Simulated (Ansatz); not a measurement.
The same path of BH3S + BrH (7 atoms, charge 0, multiplicity 1) was run twice with different band settings. Lost on the way: H5–Br6. Made: B1–Br6, S2–H5.

Computed with Ansatz, RKS CAM-B3LYP/def2-SVP.

Relaxed end points:

```xyz
7
Properties=species:S:1:pos:R:3
B -0.632 -0.350 -1.112
S 1.057 0.035 -0.727
H -0.921 -1.514 -1.073
H -1.421 0.509 -1.394
H 0.682 -0.084 1.901
Br 0.220 0.023 3.249
H 1.015 1.380 -0.844
```

```xyz
7
Properties=species:S:1:pos:R:3
B -0.805 -0.296 -0.154
S 1.129 0.157 -0.621
H -0.817 -1.483 -0.364
H -1.398 0.405 -0.936
H 1.771 -0.386 0.438
Br -1.099 0.193 1.757
H 1.219 1.410 -0.121
```

Common settings: movable images 9; climbing image yes; spring 5.0 eV/Å²; optimiser quadratic models (default); start path through a guess of the saddle point; iteration limit 60; end points relaxed.

| run | force threshold |
| --- | --- |
| 1 | 0.05 eV/Å |
| 2 | 0.2 eV/Å |

What does each run give, and how far can it be trusted?

Run 1: converged after 13 iterations, highest image 0.703 eV above the first end. A vibrational analysis at the climbing image gives one clearly imaginary mode, 847i cm⁻¹: a first-order saddle point.
Run 2: converged after 8 iterations, highest image 0.710 eV above the first end. The threshold of 0.2 eV/Å is loose, so the images may lie well off the minimum-energy path. The order of the stationary point at the top wasn't checked.
The orbitals stay closed-shell, which can raise the energy where a bond breaks towards radicals; this wasn't checked here.
